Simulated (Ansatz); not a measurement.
Se₆⁺, relaxed as a doublet with UKS PBE0-D4/def2-SVP in Ansatz, starting from the GFN2-xTB geometry. Force threshold 0.02 eV/Å.

The charge 1 doublet is spin-contaminated (final ⟨S²⟩ up to 1.24, 0.75 for a pure state). Another isomer (doublet) lies 1.01 eV lower at PBE0-D4/def2-SVP; other spin states weren't run for this one.

Start:

```xyz
6

Se   -0.467   -0.930   -2.414
Se    1.422   -0.292   -0.885
Se    0.187    0.115    2.691
Se    1.109   -1.454    1.044
Se   -0.198    2.028    1.759
Se   -2.053    0.533   -2.195
```

```
step   energy (eV)  largest force component (eV/Å)  SCF passes
   1  -391997.7183                           0.344          49
   2  -391997.7590                           0.270          34
   3  -391997.7725                           0.137          30
   4  -391997.7751                           0.078          29
   5  -391997.7818                           0.092          34
   6  -391997.7821                           0.103          32
   7  -391997.7850                           0.040          32
   8  -391997.7858                           0.019          30
   9  -391997.7876                           0.039          31
  10  -391997.7888                           0.106          29
  11  -391997.7896                           0.071          32
  12  -391997.7898                           0.082          30
  13  -391997.7908                           0.134          29
  14  -391997.7924                           0.059          32
  15  -391997.7932                           0.055          29
  16  -391997.7938                           0.026          31
  17  -391997.7938                           0.031          31
  18  -391997.7939                           0.013          25
```

Force components are those of the run's own axes.

End:

Cartesian coordinates in Å:
```
Se -0.260 -0.877 -2.504
Se 1.277 -0.005 -0.756
Se 0.046 0.074 2.644
Se 0.820 -1.447 0.918
Se 0.277 2.087 1.889
Se -2.160 0.168 -2.190
```

By distances, no bond broke or formed. The bond that changes most is Se1–Se2, from 2.51 to 2.49 Å (atoms count from 1).

The force fell under the threshold at step 8, but the optimiser went on and released 0.008 eV more. No frequencies were taken in this run, so the end may be a saddle point.

Hardware: 4 threads of Arm Neoverse V1 on a shared host. Wall time 4.7 min, peak host memory 1.5 GiB.
